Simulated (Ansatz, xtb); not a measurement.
C7H7NO: 6 structures ranked

6 gas-phase structures of C7H7NO, from a drawn sample of its isomers (lower ones may exist). Each was relaxed with GFN2-xTB; where two conformers were screened, the lower at r2SCAN-D4/def2-SVP//GFN2-xTB is listed:

A. `C#C[C@@H]1CO[C@H](C#N)C1`, a singlet
B. `C#C[C@@H]1CCO[C@@H]1C#N`, a singlet
C. `C#C[C@@H]1CO[C@@H](C#N)C1`, a singlet
D. `C#C[C@@H]1COC[C@@H]1C#N`, a singlet
E. `C#C[C@@H]1CCO[C@H]1C#N`, a singlet
F. `C#C[C@@]1(C#N)CCOC1`, a singlet

**Question.** Make a reasoned guess at their ranking by r2SCAN-D4/def2-SVP//GFN2-xTB single-point energy.

**Answer.** Calculated order at r2SCAN-D4/def2-SVP//GFN2-xTB: C (0.0), A (0.2), E (0.6), B (0.6), D (0.9), F (4.0) kcal/mol. Less than 1 kcal/mol parts C and A; A and E; E and B; B and D, so the order within those pairs means little.

Energies above the lowest of each column, in kcal/mol; the last columns are at r2SCAN-D4/def2-SVP geometries and were run for some of them only (a dash: not run or not comparable):

| structure | GFN2-xTB | HF/STO-3G | r2SCAN-D4/def2-SVP//GFN2-xTB | r2SCAN-D4/def2-SVP | CCSD(T)/def2-SVP + ΔMP2/def2-TZVPP |
| --- | --- | --- | --- | --- | --- |
| C | 0.9 | 0.4 | 0.0 | 0.0 | 0.0 |
| A | 0.8 | 0.0 | 0.2 | 0.4 | 0.1 |
| E | 1.0 | 1.5 | 0.6 | 0.6 | 0.2 |
| B | 1.2 | 0.9 | 0.6 | 0.5 | 0.5 |
| D | 0.0 | 1.5 | 0.9 | 0.5 | 0.3 |
| F | 0.4 | 3.4 | 4.0 | – | – |

CCSD(T)/def2-SVP + ΔMP2/def2-TZVPP has A and B and C and D and E within 1 kcal/mol of each other at the bottom, and every level picks one of them. CCSD(T)/def2-SVP + ΔMP2/def2-TZVPP orders those it was run on as C (0.0), A (0.1), E (0.2), D (0.3), B (0.5) kcal/mol. Less than 1 kcal/mol parts C and A; A and E; E and D; D and B, so the order within those pairs means little. Some further structures that were screened fall inside this span and aren't listed. Flexible structures stand in one conformer each, not always the lowest. Frequencies (GFN2-xTB) were run for A, B, C, D, E alone. ΔMP2 is the change of the MP2 energy from the smaller to the larger basis.

Over these structures GFN2-xTB departs from r2SCAN-D4/def2-SVP//GFN2-xTB by 1.3 kcal/mol on average once a common shift is removed. A GFN2-xTB relaxation took about 0.15 s and the r2SCAN-D4/def2-SVP//GFN2-xTB energy about 2.1 s on a shared host (Ansatz 0.2.0, xtb 6.7.1).
